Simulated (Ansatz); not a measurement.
The inner images of a band of ClF4HW (7 atoms, charge 0, multiplicity 1) are given out of order.

The calculation used RKS PBE0/def2-SVP in Ansatz.

Image 0:

```xyz
7
Properties=species:S:1:pos:R:3
W 0.049 0.000 0.004
H 0.299 0.000 1.695
F 1.895 0.000 0.179
F -0.040 1.822 0.207
F -1.771 0.000 0.268
F -0.040 -1.822 0.207
Cl 0.417 0.000 -2.291
```

Image 6:

```xyz
7
Properties=species:S:1:pos:R:3
W -0.495 0.000 -0.174
H 1.772 -0.001 1.495
F 1.826 0.000 0.566
F -0.392 1.798 0.206
F -2.337 0.000 0.002
F -0.392 -1.798 0.207
Cl 0.828 0.000 -2.034
```

Task: Put them in order from the first end to the last, with their energies above the first end.
A.
```xyz
7
Properties=species:S:1:pos:R:3
W -0.234 0.000 -0.042
H 1.030 0.000 1.224
F 1.871 0.000 0.411
F -0.261 1.793 0.350
F -2.089 0.000 0.048
F -0.262 -1.793 0.350
Cl 0.754 0.000 -2.072
```
B.
```xyz
7
Properties=species:S:1:pos:R:3
W -0.400 0.000 -0.136
H 1.375 0.000 1.353
F 1.850 0.000 0.532
F -0.297 1.793 0.267
F -2.239 0.000 0.047
F -0.297 -1.793 0.268
Cl 0.816 0.000 -2.061
```
C.
```xyz
7
Properties=species:S:1:pos:R:3
W -0.117 0.000 -0.001
H 0.842 0.000 1.349
F 1.891 0.000 0.233
F -0.254 1.791 0.361
F -1.995 0.000 0.065
F -0.254 -1.791 0.361
Cl 0.697 0.000 -2.099
```
D.
```xyz
7
Properties=species:S:1:pos:R:3
W -0.025 0.000 0.012
H 0.661 0.000 1.520
F 1.893 0.000 0.117
F -0.216 1.789 0.363
F -1.894 0.000 0.066
F -0.216 -1.789 0.363
Cl 0.608 0.000 -2.172
```
E.
```xyz
7
Properties=species:S:1:pos:R:3
W 0.028 0.000 0.014
H 0.464 0.000 1.653
F 1.899 0.000 0.102
F -0.123 1.802 0.321
F -1.818 0.000 0.107
F -0.123 -1.802 0.321
Cl 0.482 0.000 -2.250
```

Result: E (+0.04 eV), D (+0.25 eV), C (+0.81 eV), A (+1.24 eV), B (+1.02 eV).

Time of the run: 4.8 min on 2 threads of Arm Neoverse V1, on a shared host, peak memory 0.3 GiB.
